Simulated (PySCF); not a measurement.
First SCF of a structure search on doublet [TeS2]-, at a hand-made end-on geometry. PySCF input:

```python
from pyscf import gto, scf, dft
mol = gto.M(atom='''
Te     0.000000     0.000000     0.000000
S      0.000000     0.000000     2.461700
S      1.774800     0.000000     3.481700''',
    basis={'Te': 'def2-SVPD', 'S': 'def2-SVPD'},
    ecp={'Te': 'def2-SVPD'},
    charge=-1, spin=1)
mf = dft.UKS(mol, xc='PBE')
mf.grids.atom_grid = (50, 194)
aux = {'Te': 'def2-universal-JKFIT', 'S': 'def2-universal-JKFIT'}
mf = mf.density_fit(auxbasis=aux)
mf.conv_tol = 1e-08
mf.diis_space = 10
mf.max_cycle = 60
mf.init_guess = 'minao'
mf.verbose = 4
mf.kernel()
```

Excerpt of the output (cycles alone):

```
init E= -1036.33329787595
cycle= 1 E= -1059.73600917513  delta_E= -23.4  |g|= 2.58  |ddm|= 6.88
cycle= 2 E= -947.701330975073  delta_E=  112  |g|= 8.31  |ddm|= 76.7
cycle= 3 E= -1063.11551252257  delta_E= -115  |g|= 0.934  |ddm|= 76.4
cycle= 4 E= -1060.62702344115  delta_E= 2.49  |g|= 1.48  |ddm|= 4.79
cycle= 5 E= -1063.70904301351  delta_E= -3.08  |g|= 0.467  |ddm|= 4.43
cycle= 6 E= -1063.75642974436  delta_E= -0.0474  |g|= 0.416  |ddm|= 0.906
cycle= 7 E= -1063.82172169742  delta_E= -0.0653  |g|= 0.316  |ddm|= 1.05
cycle= 8 E= -1063.90440250881  delta_E= -0.0827  |g|= 0.115  |ddm|= 0.641
cycle= 9 E= -1063.91584499144  delta_E= -0.0114  |g|= 0.0169  |ddm|= 0.179
cycle= 10 E= -1063.91607437935  delta_E= -0.000229  |g|= 0.0065  |ddm|= 0.0396
cycle= 11 E= -1063.91610772007  delta_E= -3.33e-05  |g|= 0.00243  |ddm|= 0.0105
cycle= 12 E= -1063.91610617861  delta_E= 1.54e-06  |g|= 0.00241  |ddm|= 0.00455
cycle= 13 E= -1063.91611084434  delta_E= -4.67e-06  |g|= 0.00124  |ddm|= 0.00233
cycle= 14 E= -1063.91611235062  delta_E= -1.51e-06  |g|= 0.000269  |ddm|= 0.0018
cycle= 15 E= -1063.91611242041  delta_E= -6.98e-08  |g|= 4.79e-05  |ddm|= 0.000422
cycle= 16 E= -1063.91611242304  delta_E= -2.63e-09  |g|= 5.41e-06  |ddm|= 0.000101
Extra cycle  E= -1063.91611242295  delta_E= 8.98e-11  |g|= 1.18e-05  |ddm|= 2.79e-05
converged SCF energy = -1063.91611242295  <S^2> = 0.75134888  2S+1 = 2.0013484
```

No lower solution of this spin was found from smeared starts or by a stability analysis within the unrestricted form.

No spin–orbit coupling is included, which matters more the heavier the element.

The search for the lowest solution, 3 starts and the stability check together, took 17 s on 2 threads of a shared Arm Neoverse V2 host, with 89 basis functions; the process peaked at 0.35 GiB. Launch command: `OMP_NUM_THREADS=2 python axn.py task.json out`.
